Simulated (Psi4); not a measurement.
Interaction energy of CH3Cl ··· F4Si (SMILES CCl and F[Si](F)(F)F), singlet. Monomers: optimised at B3LYP-D3(BJ) (def2-TZVP), held rigid. Orientation: lowest of the rigid-body minima from ten starts at GFN2-xTB. Only R, the distance of the centres of mass, is varied, so the lowest point isn't the relaxed dimer.

Method: Psi4 with SAPT0/jun-cc-pVDZ, frozen core.

Components in kcal/mol:

| R / Å | electrostatics | exchange | induction | dispersion | total |
|---|---|---|---|---|---|
| 2.98 | -13.69 | 26.76 | -2.83 | -4.65 | 5.58 |
| 3.15 | -8.74 | 15.59 | -1.67 | -3.43 | 1.75 |
| 3.41 | -4.61 | 6.76 | -0.75 | -2.18 | -0.79 |
| 3.58 | -3.16 | 3.90 | -0.46 | -1.63 | -1.35 |
| 3.76 | -2.20 | 2.18 | -0.28 | -1.21 | -1.51 |
| 4.00 | -1.43 | 0.99 | -0.15 | -0.82 | -1.41 |
| 4.27 | -0.94 | 0.40 | -0.08 | -0.54 | -1.15 |
| 4.60 | -0.60 | 0.13 | -0.04 | -0.33 | -0.84 |
| 5.09 | -0.34 | 0.02 | -0.01 | -0.17 | -0.51 |
| 5.78 | -0.17 | 0.00 | -0.01 | -0.08 | -0.25 |
| 6.77 | -0.07 | 0.00 | 0.00 | -0.03 | -0.11 |
| 8.08 | -0.03 | 0.00 | 0.00 | -0.01 | -0.04 |
